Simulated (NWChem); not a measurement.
System: BeSiH4SO; SMILES [O]([SiH3])[Be][SH]

NWChem printed, in part:

```
             Northwest Computational Chemistry Package (NWChem) 7.3.0
             --------------------------------------------------------

                             Geometry "geometry" -> ""
                             -------------------------

 Output coordinates in angstroms (scale by  1.889725989 to convert to a.u.)

  No.       Tag          Charge          X              Y              Z
 ---- ---------------- ---------- -------------- -------------- --------------
    1 Be                   4.0000    -0.03956000    -0.76772100     0.05822400
    2 S                   16.0000    -0.06763000    -2.67291600     0.09492800
    3 H                    1.0000     1.25985300    -2.76037800    -0.15309100
    4 O                    8.0000    -0.03640300     0.64613700     0.03401700
    5 Si                  14.0000    -0.01007400     2.29760100    -0.00109200
    6 H                    1.0000    -0.90508600     2.79898900    -1.08613500
    7 H                    1.0000     1.38160500     2.77475100    -0.25852900
    8 H                    1.0000    -0.47730900     2.84297700     1.30809000

 Effective nuclear repulsion energy (a.u.)     156.1343587980

                              NWChem Property Module
                              ----------------------

                                 NWChem DFT Module
                                 -----------------

 Summary of "ao basis" -> "ao basis" (spherical)
 ------------------------------------------------------------------------------
       Tag                 Description            Shells   Functions and Types
 ---------------- ------------------------------  ------  ---------------------
 Be                        def2-svpd                 6       12   3s3p
 S                         def2-svpd                11       27   5s4p2d
 H                         def2-svpd                 4        8   2s2p
 O                         def2-svpd                 9       23   4s3p2d
 Si                        def2-svpd                10       24   5s3p2d

            General Information
            -------------------
          SCF calculation type: DFT
          Wavefunction type:  closed shell.
          No. of atoms     :     8
          No. of electrons :    46
           Alpha electrons :    23
            Beta electrons :    23
          Charge           :     0
          Spin multiplicity:     1
          Use of symmetry is: off; symmetry adaption is: off
          Maximum number of iterations: 150
          AO basis - number of functions:   118
                     number of shells:    52
          Convergence on energy requested:  1.00D-06
          Convergence on density requested:  1.00D-05
          Convergence on gradient requested:  5.00D-04

              XC Information
              --------------
                         B3LYP Method XC Potential
                     Hartree-Fock (Exact) Exchange  0.200
                        Slater Exchange Functional  0.800 local
                    Becke 1988 Exchange Functional  0.720 non-local
              Lee-Yang-Parr Correlation Functional  0.810
                  VWN I RPA Correlation Functional  0.190 local

             Grid Information
             ----------------
          Grid used for XC integration:  medium
          Radial quadrature: Mura-Knowles
          Angular quadrature: Lebedev.
          Tag              B.-S. Rad. Rad. Pts. Rad. Cut. Ang. Pts.
          ---              ---------- --------- --------- ---------
          Be                  1.05       49          13.0       434
          S                   1.00       88          15.0       590
          H                   0.35       45          16.0       434
          O                   0.60       49          13.0       434
          Si                  1.10       88          15.0       590
          Grid pruning is: on
          Number of quadrature shells:   454
          Spatial weights used:  Erf1

      Superposition of Atomic Density Guess
      -------------------------------------

 Sum of atomic energies:        -777.33568930

      Non-variational initial energy
      ------------------------------

 Total energy =    -778.436061
 1-e energy   =   -1383.611620
 2-e energy   =     449.041201
 HOMO         =      -0.346101
 LUMO         =      -0.031327

   convergence    iter        energy       DeltaE   RMS-Dens  Diis-err
 ---------------- ----- ----------------- --------- --------- ---------
 d= 0,ls=0.0,diis     1   -779.8762703357 -9.36D+02  1.46D-02  7.93D-01
 d= 0,ls=0.0,diis     2   -779.7346394905  1.42D-01  7.33D-03  2.39D+00
 d= 0,ls=0.0,diis     3   -779.9702400174 -2.36D-01  1.76D-03  3.37D-02
 d= 0,ls=0.0,diis     4   -779.9733593428 -3.12D-03  7.98D-04  4.13D-03
 d= 0,ls=0.0,diis     5   -779.9740890737 -7.30D-04  1.95D-04  1.64D-04
  Resetting Diis
 d= 0,ls=0.0,diis     6   -779.9741147232 -2.56D-05  3.32D-05  9.66D-06
 d= 0,ls=0.0,diis     7   -779.9741161399 -1.42D-06  1.16D-05  2.22D-07
 d= 0,ls=0.0,diis     8   -779.9741161336  6.32D-09  4.52D-06  3.11D-07

         Total DFT energy =     -779.974116133620
      One electron energy =    -1387.187952968078
           Coulomb energy =      510.731250149116
    Exchange-Corr. energy =      -59.651772112667
 Nuclear repulsion energy =      156.134358798010

 Numeric. integr. density =       45.999986809065

                       DFT Final Molecular Orbital Analysis
                       ------------------------------------

 Vector   21  Occ=2.000000D+00  E=-3.259950D-01
              MO Center= -3.4D-01,  1.9D+00,  6.0D-02, r^2= 3.3D+00
   Bfn.  Coefficient  Atom+Function         Bfn.  Coefficient  Atom+Function
  ----- ------------  ---------------      ----- ------------  ---------------
    54      0.362999  4 O  pz                95      0.283699  6 H  s
   111     -0.280772  8 H  s                 57      0.268116  4 O  pz
    84     -0.229503  5 Si pz                81     -0.199351  5 Si pz
     6     -0.122343  1 Be pz                78      0.110836  5 Si pz
    96      0.090370  6 H  s                112     -0.089342  8 H  s

 Vector   22  Occ=2.000000D+00  E=-3.239555D-01
              MO Center=  2.5D-01,  1.5D+00, -2.9D-02, r^2= 4.5D+00
   Bfn.  Coefficient  Atom+Function         Bfn.  Coefficient  Atom+Function
  ----- ------------  ---------------      ----- ------------  ---------------
    52      0.368405  4 O  px               103     -0.309987  7 H  s
    55      0.275163  4 O  px                82     -0.198934  5 Si px
    79     -0.185204  5 Si px               111      0.157979  8 H  s
    95      0.153308  6 H  s                 25     -0.122128  2 S  py
   104     -0.112477  7 H  s                 22     -0.105989  2 S  py

 Vector   23  Occ=2.000000D+00  E=-2.701091D-01
              MO Center= -3.1D-02, -2.4D+00,  8.4D-02, r^2= 2.2D+00
   Bfn.  Coefficient  Atom+Function         Bfn.  Coefficient  Atom+Function
  ----- ------------  ---------------      ----- ------------  ---------------
    26      0.561396  2 S  pz                23      0.427546  2 S  pz
    20      0.241653  2 S  pz                 6     -0.124758  1 Be pz
    54     -0.116163  4 O  pz                24      0.105490  2 S  px
    29      0.104099  2 S  pz                57     -0.099888  4 O  pz
    21      0.080342  2 S  px                84     -0.053815  5 Si pz

 Vector   24  Occ=0.000000D+00  E=-2.992136D-02
              MO Center=  1.2D-01, -6.4D-01,  2.6D-02, r^2= 9.3D+00
   Bfn.  Coefficient  Atom+Function         Bfn.  Coefficient  Atom+Function
  ----- ------------  ---------------      ----- ------------  ---------------
    51     -2.190424  4 O  s                  3      2.138100  1 Be s
     8      0.986170  1 Be py                 2      0.832332  1 Be s
    59      0.566758  4 O  py                74      0.361689  5 Si s
    83     -0.260083  5 Si py                15     -0.243101  2 S  s
    50     -0.211840  4 O  s                 16     -0.202884  2 S  s

 Vector   25  Occ=0.000000D+00  E=-9.463893D-03
              MO Center=  2.2D-01, -9.1D-01,  1.2D-02, r^2= 6.5D+00
   Bfn.  Coefficient  Atom+Function         Bfn.  Coefficient  Atom+Function
  ----- ------------  ---------------      ----- ------------  ---------------
    17      0.612865  2 S  s                 74      0.594280  5 Si s
    11      0.582157  1 Be py                75     -0.504576  5 Si s
     4     -0.437487  1 Be px                10      0.414196  1 Be px
    51     -0.312112  4 O  s                  7      0.266365  1 Be px
    40     -0.230223  3 H  s                 41     -0.166491  3 H  s

 Vector   26  Occ=0.000000D+00  E= 4.148236D-03
              MO Center=  3.1D-01, -4.2D-01, -1.4D-02, r^2= 1.5D+01
   Bfn.  Coefficient  Atom+Function         Bfn.  Coefficient  Atom+Function
  ----- ------------  ---------------      ----- ------------  ---------------
    17     -2.057289  2 S  s                  3      2.001796  1 Be s
    74     -1.837821  5 Si s                 11     -1.744220  1 Be py
    75      1.472765  5 Si s                 59      0.672457  4 O  py
    28     -0.609180  2 S  py                10      0.481629  1 Be px
    24     -0.213091  2 S  px                 2      0.203853  1 Be s

     Multipole analysis of the density
     ---------------------------------

[...]

 DFT Linear Response polarizability / au
 Frequency  =       0.0000000 / au
              X              Y              Z
 -----------------------------------------------
 X      58.5559033     -0.4393902      0.1915682
 Y      -0.4393521     84.5937646     -0.3426639
 Z       0.1915722     -0.3426508     59.5046128
 -----------------------------------------------
 Eigenvalues =      58.5135119     84.6059426     59.5348262
 Isotropic   =      67.5514269
 Anisotropic =      25.5970594
 -----------------------------------------------

 Magnetic Dipole Response Matrix (nonzero elements):

 Exiting AOResponse driver routine
```

Level: B3LYP/def2-SVPD. The geometry was optimised at PBE0/def2-SVP.

Write an input that gives this output.

Several could match; the one computed here: the input that was run:
```
start job
memory heap 200 mb stack 900 mb global 1100 mb
geometry units angstroms noautosym nocenter noautoz
  Be    -0.039560    -0.767721     0.058224
  S     -0.067630    -2.672916     0.094928
  H      1.259853    -2.760378    -0.153091
  O     -0.036403     0.646137     0.034017
  Si    -0.010074     2.297601    -0.001092
  H     -0.905086     2.798989    -1.086135
  H      1.381605     2.774751    -0.258529
  H     -0.477309     2.842977     1.308090
end
basis spherical
  * library def2-svpd
end
dft
  xc b3lyp
  iterations 150
end
property
  response 1 0.0
end
task dft property
```
